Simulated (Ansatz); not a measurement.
Consider the ligand exchange at a Ga–S bond: `C[S][GaH2]` + `PP` → `P[PH][GaH2]` + CH₃SH.

Computed with Ansatz on PBE0-D4/def2-TZVP structures; ΔE is electronic, products minus reactants. CBS: MP2 limit from def2 TZ/QZ plus the TZ coupled-cluster correction, frozen cores. This one scheme is used for every species. DFT in def2-TZVPP. For Ga outer-core shells are correlated without core-valence functions, which leaves a few kJ/mol of doubt a bond. Scalar relativity is left out up to krypton. One conformer a species, not always the lowest.

| level | ΔE (kcal/mol) |
| --- | --- |
| PBE | 10.9 |
| MP2/def2-QZVPP | 10.7 |

(1) What does CCSD(T)/CBS give? (Estimate.)

Largest T1 diagnostic among the species: 0.014.

## Answers

(1) Computed: +11.2 kcal/mol. The listed levels differ from it by -0.3, -0.5 kcal/mol.

Leaving LDA and LC-ωPBE aside and taking each functional with its dispersion term where it has one, the values, not all of them listed here, spread over 3.1 kcal/mol, from PBE-D4 to CAM-B3LYP-D4. LDA lies −2.1 kcal/mol from PBE without D4. In def2-TZVPP, CCSD(T) changes the Hartree–Fock value by −5.3 kcal/mol (the triples alone add −0.8 kcal/mol) and MP2 by −6.0 kcal/mol.
